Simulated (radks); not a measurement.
The numbers below are computed, except where a source is named.
Initial-state core-level shifts of the promethium ion Pm+ when its valence configuration changes from [Xe] 4f5 6s1. Level of theory: scalar-relativistic Kohn-Sham, BLYP, spin-polarised, spherical densities, finite nucleus; open shells are filled with parallel spins first (spin-orbit coupling, left out, can overturn this in heavy ions); Fermi nuclear charge, rms radius 4.962 fm (a radial shooting solver on a logarithmic mesh with Libxc functionals). Shifts are changes of the shell-averaged eigenvalues in eV (positive: less bound); the change of the density at the nucleus, which sets a Mossbauer isomer shift, is in e/bohr^3, on a base of 5.14e+05.

[
 {"valence": "4f5 5d1", "1s": "+1.676", "2p": "+1.739", "3d": "+1.687", "4p": "+1.712", "density at nucleus": "-27.07"},
 {"valence": "4f6", "1s": "+5.967", "2p": "+6.330", "3d": "+6.879", "4p": "+6.673", "density at nucleus": "-41.99"},
 {"valence": "4f5.5 6s0.5", "1s": "+3.437", "2p": "+3.647", "3d": "+3.968", "4p": "+3.827", "density at nucleus": "-23.53"},
 {"valence": "4f4 6s1 6p1", "1s": "-9.827", "2p": "-10.389", "3d": "-11.264", "4p": "-10.695", "density at nucleus": "+32.60"},
 {"valence": "4f4 6s0.5 6p1.5", "1s": "-10.391", "2p": "-10.950", "3d": "-11.823", "4p": "-11.255", "density at nucleus": "+17.09"},
 {"valence": "4f4 6s2", "1s": "-8.803", "2p": "-9.365", "3d": "-10.236", "4p": "-9.670", "density at nucleus": "+61.55"},
 {"valence": "4f5 6p1", "1s": "-1.166", "2p": "-1.153", "3d": "-1.139", "4p": "-1.150", "density at nucleus": "-25.78"},
 {"valence": "4f3 6s1 6p2", "1s": "-21.222", "2p": "-22.515", "3d": "-24.528", "4p": "-22.943", "density at nucleus": "+73.58"},
 {"valence": "4f3 5d1 6s1 6p1", "1s": "-17.488", "2p": "-18.654", "3d": "-20.719", "4p": "-19.193", "density at nucleus": "+65.26"}
]
